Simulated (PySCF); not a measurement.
# RbGe⁺ at PBE

Computed with PBE; Rb def2-SVP with ECP28, Ge def2-SVP; scalar-relativistic core potentials (PySCF 2.14).

For RbGe⁺, the state is ³Π (triplet), unpaired electrons σ ↑, π ↑, the bond length is 3.899 Å and the harmonic wavenumber is 54.5 cm⁻¹. The force constant is 0.0692 mdyn/Å. The rotational constant Be is 0.02806 cm⁻¹ and the anharmonicity ωexe is 0.409 cm⁻¹. The vibration–rotation constant αe is 0.000254 cm⁻¹. The well depth De to Rb⁺ + Ge is 0.30 eV. The dissociation energy D0 is 0.30 eV. The bond order (Mayer) is 0.23 and the dipole moment (positive dipole points towards Ge; it is taken about the centre of mass and depends on that origin) is -6.60 D.

The bond is weak. Basis-set superposition, not corrected here, can be much of De in a small basis, most of all at correlated wavefunction levels. Spin–orbit coupling is left out. For an ion De counts to the pair picked by the measured ionisation energies or electron affinities, which need not be the lowest pair at this level. The state was picked by a PBE0 search and need not be the measured ground state.
